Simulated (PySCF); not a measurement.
A calculated (BHandHLYP, PySCF 2.14, ANO-RCC-VTZP, the spin-free X2C one-electron Hamiltonian (Gaussian nucleus)) atom or ion has these occupied shells.

```json
{"shell": "1s α", "electrons": "1", "orbital energy (eV)": "-325.59", "rms radius, mean of both spins (bohr)": "0.313"}
{"shell": "1s β", "electrons": "1", "orbital energy (eV)": "-324.23", "rms radius, mean of both spins (bohr)": "0.313"}
{"shell": "2p α", "electrons": "2", "orbital energy (eV)": "-35.861", "rms radius, mean of both spins (bohr)": "1.45"}
```

Q: Name the element and its charge.

A: C²⁺ (carbon, charge +2), in [He] 2p2, high-spin 3P determinant (an excited configuration).
